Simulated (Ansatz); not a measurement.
Consider the substitution at a C–C bond: `CC(C)C` + `CC(C)B(O)O` → `COB(O)C(C)C` + `CCC`.

Isolated molecules relaxed with PBE0-D4/def2-TZVP in Ansatz; ΔE leaves out vibrations. CCSD(T)/CBS is the MP2 limit (def2-TZVPP, def2-QZVPP) plus CCSD(T) − MP2 in def2-TZVPP, frozen cores. DFT in def2-TZVPP. B3LYP here is the variant with VWN-RPA as its local correlation; programs differ in this. One conformer a species, not always the lowest.

Task: Is it downhill or uphill in electronic energy at CCSD(T)/CBS, and by how much? (An estimate is asked.)

Result: The calculation gave: Uphill: ΔE = +15.6 kcal/mol.

Task: What do these levels give: r2SCAN-D4, B3LYP-D4, r2SCAN, CCSD/def2-TZVPP, CCSD(T)/def2-TZVPP, MP2/def2-QZVPP? (Best estimate.)

Result: Computed: r2SCAN-D4 14.7, B3LYP-D4 13.0, r2SCAN 14.8, CCSD/def2-TZVPP 15.0, CCSD(T)/def2-TZVPP 15.1, MP2/def2-QZVPP 16.8 kcal/mol.

Largest T1 diagnostic among the species: 0.011.

In def2-TZVPP, CCSD(T) changes the Hartree–Fock value by +2.6 kcal/mol (the triples alone add +0.2 kcal/mol) and MP2 by +4.0 kcal/mol.
